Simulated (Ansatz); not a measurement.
The cluster SiGe₂. The state is a triplet with charge 0. Geometry PBE0-D4/def2-TZVPD, that of the charge -1 doublet.

```xyz
3

Si    0.055   -0.670   -1.086
Ge   -1.315    0.298    0.501
Ge    1.260    0.372    0.585
```

The structure comes from a short search, and lower isomers may exist.

(1) Estimate the α-spin orbital energies around the gap (eV) in Ansatz with PBE-D4/def2-TZVPD, r2SCAN-D4/def2-TZVPD, PBE0-D4/def2-TZVPD.

Results:

(1) 
```json
{"orbital": "HOMO−5", "PBE-D4/def2-TZVPD": "-10.97", "r2SCAN-D4/def2-TZVPD": "-11.45", "PBE0-D4/def2-TZVPD": "-12.40"}
{"orbital": "HOMO−4", "PBE-D4/def2-TZVPD": "-9.87", "r2SCAN-D4/def2-TZVPD": "-10.34", "PBE0-D4/def2-TZVPD": "-11.30"}
{"orbital": "HOMO−3", "PBE-D4/def2-TZVPD": "-6.05", "r2SCAN-D4/def2-TZVPD": "-6.31", "PBE0-D4/def2-TZVPD": "-7.00"}
{"orbital": "HOMO−2", "PBE-D4/def2-TZVPD": "-6.02", "r2SCAN-D4/def2-TZVPD": "-6.26", "PBE0-D4/def2-TZVPD": "-6.82"}
{"orbital": "HOMO−1", "PBE-D4/def2-TZVPD": "-5.72", "r2SCAN-D4/def2-TZVPD": "-6.06", "PBE0-D4/def2-TZVPD": "-6.70"}
{"orbital": "HOMO", "PBE-D4/def2-TZVPD": "-5.12", "r2SCAN-D4/def2-TZVPD": "-5.43", "PBE0-D4/def2-TZVPD": "-6.02"}
{"orbital": "LUMO", "PBE-D4/def2-TZVPD": "-3.12", "r2SCAN-D4/def2-TZVPD": "-3.07", "PBE0-D4/def2-TZVPD": "-2.42"}
{"orbital": "LUMO+1", "PBE-D4/def2-TZVPD": "-2.68", "r2SCAN-D4/def2-TZVPD": "-2.60", "PBE0-D4/def2-TZVPD": "-1.96"}
{"orbital": "LUMO+2", "PBE-D4/def2-TZVPD": "-1.08", "r2SCAN-D4/def2-TZVPD": "-0.90", "PBE0-D4/def2-TZVPD": "-0.46"}
{"orbital": "LUMO+3", "PBE-D4/def2-TZVPD": "-0.64", "r2SCAN-D4/def2-TZVPD": "-0.36", "PBE0-D4/def2-TZVPD": "0.02"}
{"orbital": "LUMO+4", "PBE-D4/def2-TZVPD": "-0.28", "r2SCAN-D4/def2-TZVPD": "0.24", "PBE0-D4/def2-TZVPD": "0.28"}
{"orbital": "LUMO+5", "PBE-D4/def2-TZVPD": "0.15", "r2SCAN-D4/def2-TZVPD": "0.66", "PBE0-D4/def2-TZVPD": "0.66"}
{"orbital": "β HOMO", "PBE-D4/def2-TZVPD": "-5.51", "r2SCAN-D4/def2-TZVPD": "-5.71", "PBE0-D4/def2-TZVPD": "-6.27"}
{"orbital": "β LUMO", "PBE-D4/def2-TZVPD": "-4.71", "r2SCAN-D4/def2-TZVPD": "-4.60", "PBE0-D4/def2-TZVPD": "-3.98"}
```
